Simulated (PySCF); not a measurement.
# Working out the ionisation energy of Br⁺

Br⁺ [Ar] 3d10 4s2 4p4 (3P) → Br²⁺ [Ar] 3d10 4s2 4p3 (4S). Computed with PySCF 2.14 in 6-31G*, with no relativity, point nucleus. Frozen: [Ar] 3d10. Energies in hartree (1 hartree = 27.21139 eV):

| part | Br⁺ (lower) | Br²⁺ (upper) |
| --- | --- | --- |
| UHF | -2571.688044 | -2570.945459 |
| CCSD correlation | -0.087239 | -0.073612 |
| (T) | -0.000954 | -0.000620 |

Question: What does Hartree-Fock give?

Answer: (-2570.945459) − (-2571.688044) = 0.742585 hartree = 20.207 eV.

Question: What do CCSD and CCSD(T) give?

Answer: The CCSD correlation energies differ by 0.013627 hartree = 0.371 eV and the triples by 0.000334 hartree = 0.009 eV, so CCSD gives 20.578 eV and CCSD(T) 20.587 eV.

Measured between the centres of the two terms (NIST): 21.409 eV, so CCSD(T) (valence) is off by -0.822 eV.

The calculation is non-relativistic.

What remains against the reference includes basis incompleteness, the frozen core and higher excitations.
